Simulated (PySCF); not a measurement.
# Bond energies at MP2/def2-SVP beside a composite method

PySCF, lowest determinants of a PBE0 search. The composite is CCSD(T) extrapolated to the basis-set limit from two correlation-consistent sets, with core-valence (CV) and scalar-relativistic (SR) terms as its label shows; it has no spin–orbit coupling and nothing beyond (T).

```
species  state (unpaired electrons)  De MP2 (eV)  De composite (eV)           composite  dissociates to
   BiCl              triplet (π ↑↑)         2.34               2.94     CCSD(T)/CBS(DT)         Bi + Cl
   RbSr               doublet (σ ↑)         0.09               0.13     CCSD(T)/CBS(DT)         Rb + Sr
   CsBr      singlet (closed shell)         3.75               4.07     CCSD(T)/CBS(DT)         Cs + Br
   RbCl      singlet (closed shell)         3.73               4.32  CCSD(T)/CBS(DT)+CV         Rb + Cl
    SbH              triplet (π ↑↑)         2.09               2.62     CCSD(T)/CBS(DT)          Sb + H
    Te2              triplet (π ↑↑)         2.51               2.92     CCSD(T)/CBS(TQ)         Te + Te
    SbI              triplet (π ↑↑)         1.79               2.20     CCSD(T)/CBS(DT)          Sb + I
   MgCl               doublet (σ ↑)         3.34               3.29  CCSD(T)/CBS(DT)+CV         Mg + Cl
```

Question: Does MP2 bind more or less than the composite, by how much on average, and where is the difference largest?

Answer: MP2/def2-SVP binds less on average, method and basis taken together: the mean signed difference is -0.36 eV and the mean absolute one 0.37 eV; it is largest for BiCl (-0.60 eV).

The molecules are drawn from runs that passed checks on state, spin purity and fit, so the hardest cases are missing and the errors look smaller than over all diatomics.

Correlated steps freeze the inner cores (0 to 37 orbitals); shallow outer-core shells are correlated. UHF and ROHF references stand side by side, which adds small steps between rows. Weak bonds: RbSr. Basis-set superposition, not corrected here, can be much of De in a small basis, most of all at correlated wavefunction levels. These are scalar-relativistic numbers at best; spin–orbit coupling would shift them, the dissociation energy most. Where the molecule has an RHF reference, its open-shell atoms are computed with UHF. States were picked by a PBE0 search and need not be the measured ground states.
